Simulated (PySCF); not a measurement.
Exercise with solution: chemical shift, span and skew from a shielding tensor

H4OSeSiZn, SMILES [SiH3][O][Zn][SeH]. Atoms are numbered in the order given.

```xyz
8

Zn     0.0688     0.0989    -0.1688
Se    -1.0217     0.9978     1.6295
H     -2.2841     0.3523     1.2111
O      0.9387    -0.5036    -1.5957
Si     1.5772    -1.8748    -2.2430
H      0.5115    -2.8513    -2.6379
H      2.4857    -2.5784    -1.2801
H      2.3703    -1.5399    -3.4623
```

The structure is a stationary point at B3LYP-D3(BJ)/def2-SVP. The structure was generated by enumeration; whether it is a known compound was not checked. One conformer was computed; it need not be the lowest.

GIAO shieldings from PBE0/pcSseg-1 (PySCF), non-relativistic, no solvent. The symmetric part of the tensor of Se2 has the principal values 2191.9, 2300.4, 2724.4 ppm. The same nucleus in Me2Se has σ = 1740.1 ppm at this level (PySCF, at its B3LYP-D3(BJ)/def2-TZVP geometry).

Task: Work out the isotropic shielding, the ⁷⁷Se shift against Me2Se, the span and the skew.

Result: 
σ(iso) = (σ11 + σ22 + σ33)/3 = 2405.6 ppm. δ = σ(ref) − σ(iso) = 1740.1 − (2405.6) = -665.5 ppm.
Span Ω = σ33 − σ11 = 532.5 ppm. Skew κ = 3(σ(iso) − σ22)/Ω = 0.59. Tumbling in solution averages the tensor to δ; in a static solid the shielding alone would spread this spin-1/2 line over Ω.
